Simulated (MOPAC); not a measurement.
Input for MOPAC: PM7 on C2H5NO (a complex), monomers drawn apart or pushed together.

```
PM7 1SCF PRECISE CHARGE=0 THREADS=1
C2H5NO

C      0.07010140 1     0.08514312 1    -0.29363521 1
O     -0.82491142 1    -0.33684418 1     0.73504302 1
H      0.71436758 1    -0.73207132 1    -0.62933341 1
H      0.69364046 1     0.86771405 1     0.13481247 1
H     -0.47011255 1     0.49826948 1    -1.14963247 1
H     -1.39137244 1    -1.03840352 1     0.39949525 1
C     -0.06651239 1     0.40918475 1     4.41179205 1
N      0.24724006 1     0.68035370 1     5.48135893 1
H     -0.35613656 1     0.15378485 1     3.40444075 1
```

The log:

```
*******************************************************************************
 **                                                                           **
 **                              MOPAC v23.2.5                                **
 **                                                                           **
 *******************************************************************************
 ** MOPAC's Digital Object Identifier: https://doi.org/10.5281/zenodo.6511958 **
 **                                                                           **
 ** Please cite the open-source release paper for use of this MOPAC version:  **
 ** J. E. Moussa and J. J. P. Stewart (2026)                                  **
 ** MOPAC: An open-source semiempirical molecular orbital program             **
 ** J. Open Source Softw., 11(119), 8025, https://doi.org/10.21105/joss.08025 **
 *******************************************************************************

                              PM7 CALCULATION RESULTS

 *******************************************************************************
 *  PM7        - The PM7 Hamiltonian to be used
 *
 *
 *
 *                 CHARGE ON SYSTEM = 0
 *
 *
 *
 *  PRECISE    - TIGHTER CRITERIA TO BE USED
 *  1SCF       - DO 1 SCF AND THEN STOP
 *  THREADS=1  - MULTI-THREADING NOT USED
 *  T=         - A TIME OF 172800.0 SECONDS REQUESTED
 *  DUMP=N     - RESTART FILE WRITTEN EVERY 7200.0 SECONDS REQUESTED
 *******************************************************************************
PM7 1SCF PRECISE CHARGE=0 THREADS=1
 C2H5NO

   ATOM   CHEMICAL          X               Y               Z
  NUMBER   SYMBOL      (ANGSTROMS)     (ANGSTROMS)     (ANGSTROMS)

     1       C          0.07010140  *   0.08514312  *  -0.29363521  *
     2       O         -0.82491142  *  -0.33684418  *   0.73504302  *
     3       H          0.71436758  *  -0.73207132  *  -0.62933341  *
     4       H          0.69364046  *   0.86771405  *   0.13481247  *
     5       H         -0.47011255  *   0.49826948  *  -1.14963247  *
     6       H         -1.39137244  *  -1.03840352  *   0.39949525  *
     7       C         -0.06651239  *   0.40918475  *   4.41179205  *
     8       N          0.24724006  *   0.68035370  *   5.48135893  *
     9       H         -0.35613656  *   0.15378485  *   3.40444075  *



          CARTESIAN COORDINATES

    NO.       ATOM           X           Y           Z

     1         C          0.0701      0.0851     -0.2936
     2         O         -0.8249     -0.3368      0.7350
     3         H          0.7144     -0.7321     -0.6293
     4         H          0.6936      0.8677      0.1348
     5         H         -0.4701      0.4983     -1.1496
     6         H         -1.3914     -1.0384      0.3995
     7         C         -0.0665      0.4092      4.4118
     8         N          0.2472      0.6804      5.4814
     9         H         -0.3561      0.1538      3.4044

 General Reference for PM7:
 "Optimization of Parameters for Semiempirical Methods VI: More Modifications to the
 NDDO Approximations and Re-optimization of Parameters", J. J. P. Stewart, J. Mol. Mod., 1:32, 19 (2013)
 https://link.springer.com/article/10.1007/s00894-012-1667-x

           Empirical Formula: C2 H5 N O  =     9 atoms



      MOLECULAR POINT GROUP   :   C1


      RHF CALCULATION, NO. OF DOUBLY OCCUPIED LEVELS = 12


 -------------------------------------------------------------------------------
 PM7 1SCF PRECISE CHARGE=0 THREADS=1
 C2H5NO



     1SCF WAS SPECIFIED, SO BFGS WAS NOT USED
     SCF FIELD WAS ACHIEVED


                              PM7 CALCULATION
                                                       MOPAC v23.2.5 Linux




          FINAL HEAT OF FORMATION =        -20.61877 KCAL/MOL =     -86.26893 KJ/MOL


          COSMO AREA              =        121.87 SQUARE ANGSTROMS
          COSMO VOLUME            =         96.10 CUBIC ANGSTROMS

          IONIZATION POTENTIAL    =         11.150694 EV
          HOMO LUMO ENERGIES (EV) =        -11.151  1.308
          NO. OF FILLED LEVELS    =         12
          MOLECULAR WEIGHT        =         59.0676         POINT GROUP:  C1

          MOLECULAR DIMENSIONS (Angstroms)

            Atom       Atom       Distance
            N     8    H     5     6.67217
            H     6    H     4     2.83733
            H     5    H     3     1.67757


          SCF CALCULATIONS        =          1





   ATOM   CHEMICAL          X               Y               Z
  NUMBER   SYMBOL      (ANGSTROMS)     (ANGSTROMS)     (ANGSTROMS)

     1       C          0.07010140  *   0.08514312  *  -0.29363521  *
     2       O         -0.82491142  *  -0.33684418  *   0.73504302  *
     3       H          0.71436758  *  -0.73207132  *  -0.62933341  *
     4       H          0.69364046  *   0.86771405  *   0.13481247  *
     5       H         -0.47011255  *   0.49826948  *  -1.14963247  *
     6       H         -1.39137244  *  -1.03840352  *   0.39949525  *
     7       C         -0.06651239  *   0.40918475  *   4.41179205  *
     8       N          0.24724006  *   0.68035370  *   5.48135893  *
     9       H         -0.35613656  *   0.15378485  *   3.40444075  *

                             CARTESIAN COORDINATES

   1    C        0.070101400     0.085143120    -0.293635210
   2    O       -0.824911420    -0.336844180     0.735043020
   3    H        0.714367580    -0.732071320    -0.629333410
   4    H        0.693640460     0.867714050     0.134812470
   5    H       -0.470112550     0.498269480    -1.149632470
   6    H       -1.391372440    -1.038403520     0.399495250
   7    C       -0.066512390     0.409184750     4.411792050
   8    N        0.247240060     0.680353700     5.481358930
   9    H       -0.356136560     0.153784850     3.404440750


           Empirical Formula: C2 H5 N O  =     9 atoms



      MOLECULAR POINT GROUP   :   C1


                  EIGENVALUES
 -35.11735 -29.69810 -24.52582 -20.32664 -17.71481 -15.39385 -15.11881 -13.76774
 -13.76676 -13.42894 -12.77764 -11.15069   1.30791   1.30905   2.49352   4.36551
   5.02065   5.14321   5.62194   5.99224   6.03307


              NET ATOMIC CHARGES AND DIPOLE CONTRIBUTIONS

  ATOM NO.   TYPE          CHARGE      No. of ELECS.   s-Pop       p-Pop
    1          C          -0.153735        4.1537     1.07304     3.08070
    2          O          -0.539344        6.5393     1.84849     4.69086
    3          H           0.118915        0.8811     0.88108
    4          H           0.143460        0.8565     0.85654
    5          H           0.119099        0.8809     0.88090
    6          H           0.311701        0.6883     0.68830
    7          C           0.002718        3.9973     1.16082     2.83646
    8          N          -0.233723        5.2337     1.82589     3.40783
    9          H           0.230909        0.7691     0.76909
 DIPOLE           X         Y         Z       TOTAL
 POINT-CHG.    -0.054    -0.868    -4.334     4.420
 HYBRID        -0.407    -0.369    -0.446     0.707
 SUM           -0.461    -1.237    -4.779     4.958


          ATOMIC ORBITAL ELECTRON POPULATIONS

     Atom    s        px        py        pz
    1  C   1.07304   0.99761   1.10922   0.97386
    2  O   1.84849   1.59368   1.65330   1.44388
    3  H   0.88108
    4  H   0.85654
    5  H   0.88090
    6  H   0.68830
    7  C   1.16082   0.92730   0.92606   0.98310
    8  N   1.82589   1.09053   1.08759   1.22971
    9  H   0.76909

 **********************
 *                    *
 * JOB ENDED NORMALLY *
 *                    *
 **********************




 == MOPAC DONE ==
```

The run finished.

Cost: around 0.03 core-seconds (rough).
